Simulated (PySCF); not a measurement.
# Multinuclear NMR of C3H7Cl2F3Si2

Cartesian coordinates in Å; atom numbers follow the order of the lines, from 1:
```xyz
17

F    -1.093    0.255    2.146
C    -0.816    0.862    0.968
F    -2.003    1.311    0.520
F    -0.112    1.963    1.282
C    -0.079   -0.024    0.018
Si    0.396    1.044   -1.514
Si    1.440   -0.719    0.987
C    -0.977   -1.169   -0.370
Cl   -0.003   -2.524   -0.960
Cl   -2.122   -0.718   -1.661
H     0.725    0.102   -2.577
H     1.569    1.813   -1.102
H    -0.707    1.933   -1.856
H     2.432   -1.134    0.004
H     1.949    0.378    1.805
H     0.968   -1.810    1.834
H    -1.573   -1.549    0.465
```

All values are calculated (PySCF 2.14): GFN2-xTB geometry, shielding tensors at PBE0/pcSseg-1 (GIAO). Single conformer, one averaged value for each set of equivalent atoms, non-relativistic Hamiltonian, no solvent model.

Question: Where does $^{19}$F resonate?

Answer: 
```tsv
atoms	environment	σ (ppm)	δ (ppm)
F1/F3/F4	fluorine of a CF3 group	243.1	-58.7
```

Shieldings were converted by a linear fit to measured shifts: $^{19}$F: δ = 146.13 − 0.903σ +14.6 on sp3 carbon (rms 6.0 ppm, 223 shifts, 7.0 ppm with the 5 outliers that the fit left out vs CFCl3, solution or neat liquid). A few per cent of atoms miss by over 2 rms, more outside the fitted compound classes.

On a 600 MHz spectrometer $^{19}$F resonates near 564.6 MHz, so 1 ppm is 564.6 Hz.

Question: What are the $^{29}$Si shifts?

Answer: 
```csv
atoms,environment,σ (ppm),δ (ppm)
Si6/Si7,"silicon bonded to C, 3 H",417.5,-63.2
```

Shieldings were converted by a linear fit to measured shifts: $^{29}$Si (scatter 8.9 ppm rms, 25.8 ppm with the 6 outliers that the fit left out vs TMS, solution or neat liquid). Occasional misses reach two or three times the rms, and more in compound classes unlike the fitted ones.

On a 600 MHz spectrometer $^{29}$Si resonates near 119.2 MHz, so 1 ppm is 119.2 Hz.
